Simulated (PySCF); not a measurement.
Compound: C6H8N (doublet state).
Structure used (GFN2-xTB), in Å, numbered top down from 1:
```xyz
15
C6H8N angstrom
C     -0.935    2.241   -1.087
C     -0.401    1.170   -1.095
C      0.272   -0.116   -1.051
C     -0.588   -1.144   -0.230
C     -0.791   -0.757    1.173
N      1.604    0.040   -0.531
C      1.788    0.182    0.697
H     -1.416    3.173   -1.107
H      0.376   -0.493   -2.077
H     -1.540   -1.201   -0.772
H     -0.090   -2.114   -0.296
H     -0.627   -1.469    1.959
H     -1.394    0.106    1.391
H      0.944    0.108    1.416
H      2.795    0.283    1.071
```

The hyperfine couplings belong to this conformer and change with its torsions.

Identity: `C#C[C@H](C[CH2])N=C` [radical].

Theory: UKS B3LYP, pcH-1 on C H N, non-relativistic, mean-field spin-orbit, GIAO (PySCF 2.14.0). Geometry: GFN2-xTB, one conformer, isolated molecule. A GFN2-xTB geometry isn't a minimum of the functional, and hyperfine couplings can be far from their values at a DFT geometry. The SCF solution wasn't tested for stability.

Question: Give the principal g shifts and their parts.

Answer: 
```
                    Δg (ppm)     1     2     3
relativistic mass correction  -153  -153  -153
            gauge correction    12    42    30
   orbital Zeeman/spin–orbit  -158   400   738
                       total  -299   289   616
```

So g = 2.00202, 2.00261, 2.00293 and g_iso = 2.00252; the tensor is rhombic: the two nearest values differ by 36 % of g3 − g1. 

Question: Average each term over the three axes. Which is largest in size?

Answer: The orbital-Zeeman/spin–orbit term 327, the mass correction -153 and the gauge correction 28 ppm, for a total of 202 ppm. The orbital-Zeeman/spin–orbit term is the largest in size. The mass correction is the same along every axis, so the anisotropy comes from the other two: their spans along these axes are 29 (gauge) and 896 ppm (orbital Zeeman/spin–orbit).

Question: What are the electron Larmor frequencies g μB B/h along the three axes at 330 mT?

Answer: 9.2469, 9.2496, 9.2511 GHz for g1, g2 and g3, a range of 4.2 MHz.

Question: What effective moment and Curie constant follow for a powder?

Answer: With the mean of g² = 4.0101 and S(S+1) = 0.75: μ_eff = √(⟨g²⟩S(S+1)) = 1.734 μB and χT = 0.12505·⟨g²⟩·S(S+1) = 0.376 cm³ K/mol (cgs; spin-Hamiltonian part alone).

Question: In a frozen sample, at which fields do the three g values resonate at 9.5, 34, 94 and 263 GHz (hyperfine left aside), and which band first spreads them over more than twice a line width of 1.0 mT?

Answer: 
```csv
band,GHz,B(g3) mT,B(g2) mT,B(g1) mT,spread mT
X,9.5,338.88,338.93,339.03,0.15
Q,34.0,1212.83,1213.03,1213.39,0.55
W,94.0,3353.12,3353.67,3354.65,1.53
J,263.0,9381.61,9383.14,9385.90,4.29
```

The spread grows in proportion to the frequency. J band is the first where it exceeds 2.0 mT.

The Mulliken spin populations are largest on C5 (+0.98), C4 (-0.08) and C7 (+0.07). No atom but C5 exceeds +0.15. The positive populations add up to 1.20 and the negative ones to -0.20, together 2S = 1. The angles at C5 add up to 357.1°, so it is nearly planar; its axial dipolar tensor and the negative couplings of its protons fit spin in a p orbital normal to that plane.

The HOMO–LUMO gaps are 4.67 eV among the α and 5.03 eV among the β orbitals.
